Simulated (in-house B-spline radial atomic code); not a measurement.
Rb. Computed with a B-spline radial atomic code. Model: non-relativistic spherical atom: semilocal Troullier-Martins pseudo-atom, one channel per l, against all electrons, high spin, G0W0 and RPA with empty states to l = 8, local potential for every l without a channel, a model core (radius 0 = none) keeps its share of the functional.

The core holds an angular momentum without a channel of its own, so the local potential lets valence electrons into it.

Without relativity these are model numbers for so heavy an element.

What the tables leave out is listed at the end.

The pseudopotential gives back the lowest level of each angular momentum of its own functional in the configuration it was made in; a second state of the same l is only approximately right. Exact exchange, RPA and GW see the smooth pseudo-orbitals and miss the exchange with the core, for which the functional's share stands in. The column with an uncorrelated core keeps all orbitals and exact exchange, and so separates missing core correlation from pseudisation. Only the three outermost levels and the lowest empty one were computed. RPA here is direct RPA, with no exchange kernel, and its energies carry an (l + 1/2)⁻⁴ tail. A hybrid on a potential with a model core restores only its own semilocal share of the core's exchange.

Command:
```bash
python run_psgw.py task.json out
```
Settings (lengths in bohr, energies in hartree):
```
Z                      37
electrons              37
configuration          [Kr] 5s1
generated_in           [Kr] 5s1
functional             lda,vwn
core_shells            6
radius_factor          1.3
core_correction        False
ion_configuration      [Ar] 3d10 4s2 4p6
```

Cost of the run: 67 s on 1 thread of Arm Neoverse N1, with other jobs on the host.

Given: made with LDA VWN5; model core radius 0 bohr; local radius 1.7 bohr; mean-field start LDA VWN5.

Valence shells of the generating configuration: 4s, 4p, 5s.

Channel: s 1.674, p 1.848 (radii in bohr).

Computed: largest level miss in the spin-unpolarised generating configuration 0.034 eV; valence RPA correlation energy pseudo -0.46384 hartree; all-electron RPA polarisability, core included 173.59 bohr³; ionisation by mean-field all-electron 4.3297 eV; ionisation by mean-field pseudo minus all 0.058 eV; ionisation by RPA all-electron 4.5362 eV; ionisation by RPA pseudo minus all 0.062 eV.

```
          level  occupied  mean-field all-electron (eV)  mean-field pseudo minus all (eV)  G0W0 all-electron (eV)  G0W0 uncorrelated core minus all (eV)  G0W0 pseudo minus all (eV)  exchange self-energy all-electron (eV)  exchange self-energy pseudo (eV)
          5s up         1                       -2.5068                            -0.036                 -4.2888                                  0.018                      -0.071                                 -5.7493                           -5.4819
5s down (empty)         0                       -1.9829                            -0.034                -0.69883                                  0.016                      -0.046                                -0.89965                          -0.60279
```

(1) What is the pseudo-atom RPA polarisability?

(2) What is the valence RPA correlation energy all-electron orbitals?

Given: mean-field start PBE0.

Computed: valence RPA correlation energy all-electron orbitals -0.385 hartree; valence RPA correlation energy pseudo -0.42727 hartree; all-electron RPA polarisability, core included 156.33 bohr³; pseudo-atom RPA polarisability 151.9 bohr³; ionisation by mean-field pseudo minus all 0.054 eV; ionisation by RPA all-electron 4.4213 eV.

```tsv
level	occupied	mean-field all-electron (eV)	mean-field pseudo minus all (eV)	G0W0 all-electron (eV)	G0W0 uncorrelated core minus all (eV)	G0W0 pseudo minus all (eV)	exchange self-energy all-electron (eV)	exchange self-energy pseudo (eV)
5s up	1	-2.8266	-0.038	-4.3496	0.018	-0.057	-5.4365	-5.2239
5s down (empty)	0	-1.0449	-0.025	-0.40181	0.019	-0.027	-0.85353	-0.57364
```

(3) What is the ionisation by mean-field all-electron?

(4) What is the ionisation by RPA pseudo minus all?

Given: mean-field start Hartree-Fock.

Computed: valence RPA correlation energy all-electron orbitals -0.31744 hartree; valence RPA correlation energy pseudo -0.3492 hartree; pseudo-atom RPA polarisability 113.58 bohr³; ionisation by mean-field pseudo minus all 0.053 eV; ionisation by RPA all-electron 4.2123 eV; ionisation by RPA pseudo minus all 0.057 eV.

```csv
level,occupied,mean-field all-electron (eV),mean-field pseudo minus all (eV),G0W0 all-electron (eV),G0W0 uncorrelated core minus all (eV),G0W0 pseudo minus all (eV),exchange self-energy all-electron (eV),exchange self-energy pseudo (eV)
5s up,1,-3.7582,-0.054,-4.2895,0.016,-0.053,-4.9959,-4.8596
4p down,1,-22.019,-0.113,-22.115,0.19,-0.014,-24.26,-20.892
4p up,1,-22.06,-0.119,-22.153,0.187,-0.021,-24.219,-20.88
```

(5) What is the ionisation by mean-field all-electron?

(6) What is the all-electron RPA polarisability, core included?

## Answers

(1) 168.61 bohr³.

(2) -0.41685 hartree.

(3) 4.1387 eV.

(4) 0.06 eV.

(5) 3.7453 eV.

(6) 117.25 bohr³.

Among the listed levels the largest G0W0 shift of the pseudo-atom is -0.07 eV, for 5s up on the LDA VWN5 start, while leaving the core uncorrelated moves that level by +0.02 eV. The rest, -0.09 eV, comes from pseudisation and the lost core exchange. Not in the tables (levels of low weight, unsolved or above zero; the highest and the empty levels are kept at any weight): on LDA the G0W0 levels 4p down (pseudo minus all -0.04 eV, weights 0.12 and 0.13), 4p up (pseudo minus all -0.07 eV, weights 0.10 and 0.12); on PBE0 the G0W0 levels 4p down (pseudo minus all -0.13 eV, weights 0.03 and 0.04), 4p up (pseudo minus all -0.14 eV, weights 0.03 and 0.04).
